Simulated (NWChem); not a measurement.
All runs are NWChem calculations. System: C5H4N, charge 1, spin multiplicity 1, at the geometry of a parent with another charge or spin, in a state set for the comparison that need not be this species' ground state. Level: RHF/def2-SVP.

NWChem printed:

```
             Northwest Computational Chemistry Package (NWChem) 7.3.0
             --------------------------------------------------------

                                NWChem Input Module
                                -------------------

 Scaling coordinates for geometry "geometry" by  1.889725989
 (inverse scale =  0.529177249)

 Turning off AUTOSYM since
 SYMMETRY directive was detected!

                             Geometry "geometry" -> ""
                             -------------------------

 Output coordinates in angstroms (scale by  1.889725989 to convert to a.u.)

  No.       Tag          Charge          X              Y              Z
 ---- ---------------- ---------- -------------- -------------- --------------
    1 C                    6.0000    -0.66277000     1.21612400     0.00000000
    2 C                    6.0000     0.71585100     1.23882700     0.00000000
    3 C                    6.0000     1.35115500    -0.01352900     0.00000000
    4 C                    6.0000     0.54928500    -1.16156800     0.00000000
    5 N                    7.0000    -0.78490400    -1.13673800     0.00000000
    6 C                    6.0000    -1.41141300     0.05207800     0.00000000
    7 H                    1.0000     1.29176500     2.16934300     0.00000000
    8 H                    1.0000     2.44169400    -0.09466000     0.00000000
    9 H                    1.0000     1.01491600    -2.15422100     0.00000000
   10 H                    1.0000    -2.50669500     0.04511300     0.00000000

 Effective nuclear repulsion energy (a.u.)     196.5348151933

            Nuclear Dipole moment (a.u.)
            ----------------------------
        X                 Y               Z
 ---------------- ---------------- ----------------
    -0.0000000000     0.0000018897     0.0000000000

      Symmetry information
      --------------------

 Group name             Cs
 Group number              2
 Group order               2
 No. of unique centers    10

      Symmetry unique atoms

     1    2    3    4    5    6    7    8    9   10


 Summary of "ao basis" -> "" (spherical)
 ------------------------------------------------------------------------------
       Tag                 Description            Shells   Functions and Types
 ---------------- ------------------------------  ------  ---------------------
 *                          def2-svp                  on all atoms

 Summary of "ao basis" -> "ao basis" (spherical)
[...]
  ----- ------------  ---------------      ----- ------------  ---------------
    62      0.359047   5 N  pz                6      0.336147   1 C  pz
    65     -0.275399   5 N  pz               20      0.263100   2 C  pz
     9      0.226876   1 C  pz               48     -0.219509   4 C  pz
    23      0.164520   2 C  pz

 Vector   20  Occ=2.000000D+00  E=-5.933692D-01  Symmetry=a"
              MO Center=  3.5D-01,  8.3D-02, -2.8D-16, r^2= 2.8D+00
   Bfn.  Coefficient  Atom+Function         Bfn.  Coefficient  Atom+Function
  ----- ------------  ---------------      ----- ------------  ---------------
    34      0.371256   3 C  pz               76     -0.277138   6 C  pz
    37      0.274368   3 C  pz               48      0.220124   4 C  pz
     6     -0.217862   1 C  pz               20      0.187054   2 C  pz
    79     -0.187537   6 C  pz                9     -0.163072   1 C  pz

 Vector   21  Occ=0.000000D+00  E=-2.705830D-01  Symmetry=a'
              MO Center= -6.9D-01,  1.3D+00, -1.2D-16, r^2= 2.0D+00
   Bfn.  Coefficient  Atom+Function         Bfn.  Coefficient  Atom+Function
  ----- ------------  ---------------      ----- ------------  ---------------
     8      0.455268   1 C  py                5      0.428311   1 C  py
     3      0.309476   1 C  s                 7     -0.232692   1 C  px
     4     -0.225039   1 C  px               61     -0.187936   5 N  py
    64      0.166669   5 N  py

 Vector   22  Occ=0.000000D+00  E=-1.249674D-01  Symmetry=a"
              MO Center=  2.4D-01,  1.9D-01,  9.1D-17, r^2= 3.3D+00
   Bfn.  Coefficient  Atom+Function         Bfn.  Coefficient  Atom+Function
  ----- ------------  ---------------      ----- ------------  ---------------
    23      0.613054   2 C  pz               65      0.398642   5 N  pz
    20      0.374571   2 C  pz                9     -0.339131   1 C  pz
    51     -0.304805   4 C  pz               62     -0.296653   5 N  pz
    37     -0.248693   3 C  pz               48     -0.244613   4 C  pz
     6     -0.207617   1 C  pz

 Vector   23  Occ=0.000000D+00  E=-1.116917D-01  Symmetry=a"
              MO Center= -2.6D-01, -3.5D-02, -1.8D-16, r^2= 3.4D+00
   Bfn.  Coefficient  Atom+Function         Bfn.  Coefficient  Atom+Function
  ----- ------------  ---------------      ----- ------------  ---------------
    79      0.569518   6 C  pz               37      0.462667   3 C  pz
     9     -0.413921   1 C  pz               51     -0.407251   4 C  pz
    76      0.379025   6 C  pz               34      0.278640   3 C  pz
     6     -0.272084   1 C  pz               48     -0.263628   4 C  pz

 center of mass
 --------------
 x =  -0.05391940 y =   0.00074267 z =   0.00000000

 moments of inertia (a.u.)
 ------------------
         285.380680640492         -17.785877809974           0.000000000000
         -17.785877809974         301.676251363407           0.000000000000
           0.000000000000           0.000000000000         587.056932003898

  Mulliken analysis of the total density
  --------------------------------------

    Atom       Charge   Shell Charges
 -----------   ------   -------------------------------------------------------
    1 C    6     5.81   1.99  1.00  0.23  1.79  0.76  0.04
    2 C    6     5.92   1.99  0.91  0.21  1.99  0.78  0.04
    3 C    6     6.11   1.99  0.90  0.29  2.01  0.88  0.04
    4 C    6     5.77   1.99  0.92  0.19  1.96  0.65  0.06
    5 N    7     7.30   1.99  1.05  0.55  2.28  1.40  0.03
    6 C    6     5.75   1.99  0.91  0.19  1.96  0.63  0.07
    7 H    1     0.82   0.71  0.08  0.03
    8 H    1     0.85   0.72  0.10  0.03
    9 H    1     0.85   0.73  0.09  0.03
   10 H    1     0.83   0.72  0.08  0.03

       Multipole analysis of the density wrt the origin
       ------------------------------------------------

     L   x y z        total         open         nuclear
     -   - - -        -----         ----         -------
     0   0 0 0      1.000000      0.000000     41.000000

     1   1 0 0      0.225853      0.000000     -0.000000
     1   0 1 0      1.469161      0.000000      0.000002
     1   0 0 1      0.000000      0.000000      0.000000

     2   2 0 0    -14.671191      0.000000    177.422560
     2   1 1 0     -3.059205      0.000000      9.367841
     2   1 0 1      0.000000      0.000000      0.000000
     2   0 2 0    -16.233435      0.000000    159.261032
     2   0 1 1      0.000000      0.000000      0.000000
     2   0 0 2    -26.295437      0.000000      0.000000

 Task  times  cpu:        1.8s     wall:        1.8s

 Total times  cpu:        1.8s     wall:        1.8s
```

Task: Write an NWChem input that would produce this output.

Result: One answer among several that fit: 
```
start mol
memory heap 200 mb stack 900 mb global 1100 mb
charge 1
geometry units angstroms nocenter noautoz
  C     -0.662770     1.216124     0.000000
  C      0.715851     1.238827     0.000000
  C      1.351155    -0.013529     0.000000
  C      0.549285    -1.161568     0.000000
  N     -0.784904    -1.136738     0.000000
  C     -1.411413     0.052078     0.000000
  H      1.291765     2.169343     0.000000
  H      2.441694    -0.094660     0.000000
  H      1.014916    -2.154221     0.000000
  H     -2.506695     0.045113     0.000000
  symmetry group Cs
end
basis spherical
  * library def2-svp
end
scf
  rhf
  nopen 0
  maxiter 100
  thresh 1e-7
  semidirect memsize 60000000 filesize 0
end
task scf energy
```
